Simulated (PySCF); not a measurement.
Give a PBE0-D3(BJ)/def2-SVP geometry of `C=C1C[NH2+][BH2-]O1`.

Z-matrix in Å and degrees, rows numbered from 1:
```
C 
C   1  1.3398
C   2  1.5157  1  124.34
N   3  1.4748  2  103.01  1  -157.31
B   4  1.6480  3  101.51  2   -34.78
O   2  1.3296  1  126.03  3  -179.67
H   1  1.0901  2  120.39  3     1.93
H   1  1.0904  2  120.41  3  -177.25
H   3  1.0987  2  114.06  1   -34.40
H   3  1.1013  2  110.19  1    88.57
H   4  1.0188  3  113.47  2  -155.97
H   4  1.0216  3  111.05  2    81.89
H   5  1.2191  4  109.05  3   154.13
H   5  1.2288  4  104.57  3   -82.46
```

The 2 C–C bonds span 1.340 Å (C1=C2, drawn double) to 1.516 Å (C2–C3, drawn single), a spread of 0.176 Å. The 5-membered ring C2–C3–N4–B5–O6 has internal angles of 98.2° to 113.2°; it is puckered, 0.17 Å rms from its mean plane, widest ring torsion 36°. N4 (nitrogen bonded to B, C and 2 H) is distorted tetrahedral (angles from 101.5° to 113.5°). B5 (four-coordinate boron) is distorted tetrahedral (angles from 98.2° to 114.9°).

Computed with PySCF 2.14.0, PBE0-D3(BJ)/def2-SVP geometry optimisation, gas phase.

Point group: C1 (no symmetry element, even within 0.4 Å). Not checked by PBE0-D3(BJ)/def2-SVP frequencies. The numbers are those of one conformer (C1–C2–C3–N4 -157°, C2–C3–N4–B5 -35°, C3–N4–B5–O6 36°, N4–B5–O6–C2 -24°).
